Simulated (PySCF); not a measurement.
**How the functional moves excitation energies**

C2H9NSi2.
Numbering: `[CH2:1]=[CH:2][SiH2:3][NH:4][SiH3:5]` (hydrogens: H6, H7 on C1; H8 on C2; H9, H10 on Si3; H11 on N4; H12, H13, H14 on Si5)

Linear-response calculations in the def2-SVPD basis (PySCF; singlets by full response, triplets Tamm–Dancoff, core orbitals frozen in the response; HF means time-dependent Hartree–Fock). 'Strongest' is the level of largest summed f among the singlets computed (10 roots, of which the last may lack a degenerate partner); it can jump between rows when another state enters that window. S1 is the lowest singlet of each run and needn't be the same state throughout; f(S1) is that of one state. One conformer (not necessarily the lowest) at the PBE0-D3(BJ)/def2-SVP geometry, without solvent, vibrations or thermal averaging.

```tsv
functional	kind	S1 (eV)	f(S1)	strongest (eV)	T1 (eV)	HOMO (eV)	gap (eV)	ionisation energy, ΔSCF (eV)
LDA	LDA	4.64	0.001	6.42	4.52	-6.23	4.58	9.97
PBE	GGA	4.74	0.001	6.56	4.34	-6.13	4.69	9.81
B3LYP	global hybrid, 20% exact exchange	5.64	0.001	7.01	4.29	-7.22	6.58	9.93
PBE0	global hybrid, 25% exact exchange	5.83	0.002	7.11	4.19	-7.45	7.02	9.28
BHandHLYP	global hybrid, 50% exact exchange	6.58	0.004	7.20	4.10	-8.69	9.36	9.38
CAM-B3LYP	range-separated hybrid	6.28	0.004	7.17	4.23	-8.81	9.54	9.49
wB97X-D	range-separated hybrid	6.33	0.003	7.19	4.36	-9.33	10.72	9.47
LC-wPBE	range-separated hybrid	6.67	0.002	7.35	4.08	-10.16	12.04	9.69
HF	Hartree–Fock	7.23	0.420	7.23	3.54	-10.28	12.61	not settled
```

S1 runs from 4.64 eV (LDA) to 7.23 eV (HF), a spread of 2.59 eV, while the orbital gap spreads over 8.0 eV. Along PBE (0%), B3LYP (20%), PBE0 (25%), BHandHLYP (50%), HF (100%) S1 rises with the share of exact exchange. −ε(HOMO) comes closest to its own ΔSCF ionisation energy with wB97X-D (-0.14 eV) and misses most with LDA (-3.74 eV). 'Not settled' means that the ion's SCF failed to converge or may have ended in another state than the lowest.
